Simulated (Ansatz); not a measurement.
Program: Ansatz. Geometries: PBE0-D4/def2-TZVP. ΔE: electronic, gas phase. CCSD(T)/CBS is the MP2 limit (def2-TZVPP, def2-QZVPP) plus CCSD(T) − MP2 in def2-TZVPP, frozen cores. This one scheme is used for every species. DFT in def2-TZVPP. B3LYP here is the variant with VWN-RPA as its local correlation; programs differ in this. Each species was taken in one conformer, which may not be the lowest.

Consider the ligand exchange at the Si–N bond: `C=N[SiH2]C` + `O[SiH3]` → `C[SiH2]O[SiH3]` + `C=N`.

`C=N[SiH2]C`:

Z-matrix (Å, degrees):
```
Si
N 1 1.747
C 1 1.862 2 108.8
H 1 1.497 2 110.9 3 121.9
H 1 1.486 2 106.9 3 -119.7
C 2 1.257 1 124.0 3 -122.3
H 3 1.093 1 110.6 2 -177.0
H 3 1.092 1 110.4 2 -57.0
H 3 1.092 1 110.8 2 63.0
H 6 1.097 2 120.4 1 179.6
H 6 1.103 2 124.2 1 -0.4
```

`O[SiH3]`:

Cartesian coordinates in Å:
```
O -0.594 0.225 -1.113
Si 0.143 0.099 0.355
H -0.642 -0.560 -1.659
H -0.544 -0.890 1.232
H 0.071 1.446 0.964
H 1.566 -0.320 0.222
```

`C[SiH2]O[SiH3]`:

Cartesian coordinates in Å:
```
C -0.017 0.127 2.190
Si 0.760 0.223 0.507
O -0.372 -0.132 -0.625
Si -0.680 -0.305 -2.219
H -0.841 0.839 2.279
H 0.720 0.360 2.963
H -0.407 -0.875 2.382
H 1.885 -0.747 0.391
H 1.294 1.589 0.251
H -2.108 -0.672 -2.379
H 0.175 -1.375 -2.799
H -0.411 0.967 -2.940
```

`C=N`:

Z-matrix (Å, degrees):
```
C
N 1 1.261
H 1 1.096 2 124.9
H 1 1.092 2 118.8 3 -180.0
H 2 1.021 1 111.0 3 -0.0
```

```json
{"level": "CAM-B3LYP-D4", "ΔE (kJ/mol)": "-75.6", "difference from CCSD(T)/CBS": "-1.7"}
{"level": "PBE0", "ΔE (kJ/mol)": "-67.1", "difference from CCSD(T)/CBS": "6.8"}
{"level": "B3LYP", "ΔE (kJ/mol)": "-72.2", "difference from CCSD(T)/CBS": "1.7"}
{"level": "r2SCAN0", "ΔE (kJ/mol)": "-72.2", "difference from CCSD(T)/CBS": "1.7"}
{"level": "MP2/def2-SVP", "ΔE (kJ/mol)": "-73.7", "difference from CCSD(T)/CBS": "0.2"}
{"level": "CCSD(T)/def2-SVP", "ΔE (kJ/mol)": "-76.6", "difference from CCSD(T)/CBS": "-2.7"}
{"level": "HF/def2-TZVPP", "ΔE (kJ/mol)": "-84.6", "difference from CCSD(T)/CBS": "-10.7"}
{"level": "SCS-MP2/def2-TZVPP", "ΔE (kJ/mol)": "-75.1", "difference from CCSD(T)/CBS": "-1.2"}
{"level": "CCSD/def2-TZVPP", "ΔE (kJ/mol)": "-77.0", "difference from CCSD(T)/CBS": "-3.1"}
{"level": "CCSD(T)/def2-TZVPP", "ΔE (kJ/mol)": "-74.7", "difference from CCSD(T)/CBS": "-0.8"}
{"level": "CCSD(T)/CBS", "ΔE (kJ/mol)": "-73.9", "difference from CCSD(T)/CBS": "0"}
```

Largest T1 diagnostic among the species: 0.012.

Leaving LDA and LC-ωPBE aside and taking each functional with its dispersion term where it has one, the values, not all of them listed here, spread over 17.1 kJ/mol, from BHLYP-D4 to revPBE-D4. From BLYP to BHLYP (50 % exact exchange), in def2-TZVPP and without D4, ΔE moves by −8.8 kJ/mol. In def2-TZVPP, CCSD(T) changes the Hartree–Fock value by +9.9 kJ/mol (the triples alone add +2.4 kJ/mol) and MP2 by +13.2 kJ/mol.
